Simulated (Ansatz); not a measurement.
Input for Ansatz (a quantum-chemistry and plane-wave program): U-wB97X-V/cc-pV(T+d)Z on AlFH2O (SMILES [OH][AlH][F]), a point of a bond scan (R = 1.916 Å). Files ending in .json are basis or fitting sets from the Basis Set Exchange.

Ansatz 0.2 input:
```yaml
crystal:
  periodic: [false, false, false]
  atoms:
    - {symbol: Al, position_ang: [-0.22437839, -0.36994440, 0.12139836]}
    - {symbol: H, position_ang: [-1.02851550, -1.64177396, 0.51864000]}
    - {symbol: F, position_ang: [1.24636186, -0.07531748, 0.81825782]}
    - {symbol: O, position_ang: [-0.85471535, 0.70268961, -1.01729409]}
    - {symbol: H, position_ang: [-0.01348333, 2.31209359, -1.62827869]}
basis:
  gaussian:
    orbitals: cc-pV_T+d_Z.json
hamiltonian:
  xc: {name: wB97X-V}
magnetization: {spin_polarized: true, initial_magnetization: 0}
```

Program output:

```
WARN ansatz: RAYON_NUM_THREADS=1 ignored (pool sized by the plan → 1); use --threads N
Functional definition: wB97X-V
integrals: 0.05 GiB planned
728 factors; their error is unknown
integrals: 0.08 GiB planned
159 factors; integrals over basis functions are off by at most 3.8e-5 eV
mean field: 0.65 GiB planned
mean field evaluation 1: about -11381.2736 eV, gradient 4.9e1 eV
mean field evaluation 2: about -11360.1426 eV, gradient 8.6e1 eV
mean field evaluation 4: about -11390.9617 eV, gradient 6.6e0 eV
mean field evaluation 8: about -11391.1097 eV, gradient 1.5e-1 eV
mean field evaluation 16: about -11391.1098 eV, gradient 8.2e-5 eV
mean field evaluation 32: about -11387.0707 eV, gradient 3.5e1 eV
mean field evaluation 64: about -11391.4394 eV, gradient 1.7e-5 eV
mean field -11391.43935172 eV, -418.6276747807 hartree, gradient 3.8e-5 eV, S^2 0.566010; 4 other end points of the search recorded, 0 dependent functions left out
reference -11391.43935045 eV, -418.6276747343 hartree; 16, 16 occupied and 111, 111 virtual orbitals, 728 factors
Total energy: -11391.43935045 eV, -418.6276747343 hartree
```

Self-consistency was reached. Its determinant has ⟨S²⟩ = 0.57, a mixture of spin states.

Cost: roughly 60 core-seconds.
